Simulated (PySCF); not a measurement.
BrGaH2O2. Atoms are numbered in the order given.

```xyz
6

Ga    -0.0022     0.7532     0.0000
Br    -0.0138    -1.5320     0.0000
O     -1.5510     1.6219     0.0000
H     -1.4356     2.5824     0.0000
O      1.5103     1.6949     0.0000
H      2.3110     1.1536     0.0000
```

Coordinates come from a B3LYP-D3(BJ)/def2-SVP optimisation. Other conformers were not sampled.

Level of theory: PySCF with PBE/def2-TZVP.

ESP charges are fitted to the potential on shells at 1.4 to 2.0 van der Waals radii. Atomic charges (e):

| atom | Löwdin | ESP fit |
|---|---|---|
| Ga1 | -0.21 | 0.70 |
| Br2 | 0.20 | -0.19 |
| O3 | -0.16 | -0.65 |
| H4 | 0.18 | 0.42 |
| O5 | -0.17 | -0.62 |
| H6 | 0.17 | 0.35 |
